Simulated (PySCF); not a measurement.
# SbF: frontier orbitals

M06-2X at R = 1.953 Å; basis Sb def2-SVP with ECP28, F def2-SVP; scalar-relativistic core potentials; PySCF 2.14. State: ³Σ⁻ (triplet), unpaired electrons π ↑↑. Only the outer orbitals are listed, counted within each symmetry, core potentials removing the inner ones.

| spin | orbital | occ. | ε (eV) | on Sb (%) | main shells (%) |
| --- | --- | --- | --- | --- | --- |
| α | 5σ | 1 | -33.22 | 6 | 93 F s |
| α | 6σ | 1 | -17.32 | 77 | 77 Sb s, 20 F p |
| α | 3π | 1 | -12.91 | 8 | 92 F p |
| α | 3π | 1 | -12.91 | 8 | 92 F p |
| α | 7σ | 1 | -12.32 | 37 | 62 F p, 19 Sb s, 17 Sb p |
| α | 4π | 1 | -7.31 | 94 | 94 Sb p |
| α | 4π | 1 | -7.31 | 94 | 94 Sb p |
| α | 8σ | 0 | -0.35 | 93 | 85 Sb p, 9 F p |
| α | 9σ | 0 | 5.48 | 101 | 99 Sb s |
| α | 5π | 0 | 8.48 | 100 | 98 Sb p |
| β | 5σ | 1 | -32.94 | 6 | 93 F s |
| β | 6σ | 1 | -15.31 | 51 | 49 Sb s, 46 F p |
| β | 3π | 1 | -12.31 | 6 | 94 F p |
| β | 3π | 1 | -12.31 | 6 | 94 F p |
| β | 7σ | 1 | -11.21 | 62 | 46 Sb s, 38 F p, 16 Sb p |
| β | 4π | 0 | -2.06 | 96 | 96 Sb p |
| β | 4π | 0 | -2.06 | 96 | 96 Sb p |
| β | 8σ | 0 | -0.09 | 96 | 86 Sb p |

Question: Which are the highest filled and the lowest empty level, where do they sit, and how wide is the gap?

Answer: Highest filled α 4π at -7.31 eV (in %: 94 Sb p); lowest empty β 4π at -2.06 eV (in %: 96 Sb p); the gap at M06-2X is 5.25 eV. Both belong to one degenerate shell, split only by its one-sided filling, so this is no excitation gap.

| Quantity | Value |
| --- | --- |
| bond order (Mayer) | 0.83 |
| ⟨S²⟩ | 2.010 |
| charge on Sb (Mulliken, basis-dependent) | 0.49 |
| charge on Sb (Löwdin, basis-dependent) | 0.38 |
| dipole moment (positive dipole means Sb(−)F(+)) | -2.84 D |

Shares are Mulliken populations and can fall outside 0 to 100 %.

Spin–orbit coupling is left out. The state is the lowest determinant that a PBE0 search found; another state may lie lower at other levels.
